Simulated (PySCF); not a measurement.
Job file and geometry (Å, from GFN2-xTB) of an NMR shielding run on SMILES C=C[SiH2]/C=C/B(Cl)Cl, C4H7BCl2Si, GIAO PBE0/pcSseg-1 NMR shielding, non-relativistic, gas phase (PySCF 2.14.0, density-fitted response routines); density fitting, a coarse starting grid and PySCF grid level 2 are the driver's defaults:

```
$ OMP_NUM_THREADS=1 python probes_run.py task.json out

{"job": {"kind": "nmr", "xc": "PBE0", "basis": "pcSseg-1"}, "charge": 0, "multiplicity": 1}
C     -1.656661    -0.179144     1.627365
C     -2.193014    -0.242009     0.418193
Si    -1.245205    -0.068276    -1.203382
C      0.508584     0.512957    -0.812694
C      1.467565    -0.267428    -0.292011
B      2.893153     0.208859     0.072669
Cl     3.388137     1.839186    -0.192204
Cl     4.033702    -0.883659     0.766284
H     -0.601701    -0.004409     1.770383
H     -2.239076    -0.297524     2.528789
H     -3.259423    -0.417721     0.338389
H     -1.892904     0.932564    -2.059012
H     -1.186449    -1.369538    -1.881345
H      0.755367     1.553119    -0.991878
H      1.223511    -1.308988    -0.111457
```

Task: Write the output of this run.

Result: 
```
coarse grid: 14648 points
cycle   1  E = -1390.6111917276  dE =  8.303e-01  |g| = 4.122e-01  |ddm| = 3.554e+00
cycle   2  E = -1390.6039753132  dE =  7.216e-03  |g| = 4.541e-01  |ddm| = 7.492e-01
cycle   3  E = -1390.6568380032  dE = -5.286e-02  |g| = 5.817e-02  |ddm| = 4.238e-01
cycle   4  E = -1390.6573124959  dE = -4.745e-04  |g| = 4.270e-02  |ddm| = 8.611e-02
cycle   5  E = -1390.6577893561  dE = -4.769e-04  |g| = 8.162e-03  |ddm| = 3.899e-02
cycle   6  E = -1390.6578059526  dE = -1.660e-05  |g| = 1.218e-03  |ddm| = 8.567e-03
cycle   7  E = -1390.6578062279  dE = -2.753e-07  |g| = 5.421e-04  |ddm| = 1.518e-03
final grid: 129064 points
cycle   8  E = -1390.7012338445  dE = -3.260e-05  |g| = 7.280e-03  |ddm| = 2.403e-02
cycle   9  E = -1390.7012302025  dE =  3.642e-06  |g| = 7.812e-03  |ddm| = 1.371e-02
cycle  10  E = -1390.7012469302  dE = -1.673e-05  |g| = 8.442e-04  |ddm| = 7.867e-03
cycle  11  E = -1390.7012470560  dE = -1.258e-07  |g| = 2.453e-04  |ddm| = 1.017e-03
cycle  12  E = -1390.7012470706  dE = -1.466e-08  |g| = 7.909e-05  |ddm| = 2.679e-04
cycle  13  E = -1390.7012470721  dE = -1.450e-09  |g| = 2.968e-05  |ddm| = 8.480e-05
cycle  14  E = -1390.7012470723  dE = -2.344e-10  |g| = 6.293e-06  |ddm| = 3.136e-05
converged SCF energy = -1390.7012470723

GIAO shielding tensors (ppm)
atom      isotropic    diamagn.    paramagn.     s11        s22        s33       span
  0 C       41.715     256.121    -214.406    -83.987     38.300    170.833    254.820
  1 C       50.978     261.309    -210.331    -65.522     39.180    179.277    244.798
  2 Si     403.476     881.824    -478.348    376.587    398.475    435.366     58.779
  3 C       18.881     261.065    -242.184   -103.701    -18.370    178.714    282.416
  4 C       26.851     257.762    -230.911    -94.528     20.018    155.063    249.591
  5 B       49.129     191.202    -142.072     28.285     34.093     85.010     56.725
  6 Cl     732.572    1146.915    -414.343    441.196    778.873    977.648    536.453
  7 Cl     687.936    1146.120    -458.184    423.571    742.841    897.397    473.826
  8 H       25.667      34.620      -8.953     23.433     24.374     29.194      5.761
  9 H       25.154      28.885      -3.731     22.824     24.544     28.093      5.270
 10 H       25.319      28.909      -3.590     24.206     24.854     26.898      2.692
 11 H       26.942      29.174      -2.233     23.585     25.430     31.810      8.225
 12 H       26.980      29.523      -2.543     23.867     25.489     31.584      7.717
 13 H       23.759      32.958      -9.199     18.969     22.795     29.513     10.544
 14 H       24.652      34.175      -9.523     19.904     23.277     30.774     10.870
```

Size and cost of the density-fitted run: 192 basis functions, 59 s wall time on 1 thread of an Arm Neoverse N1, shared host; peak memory 0.9 GiB.
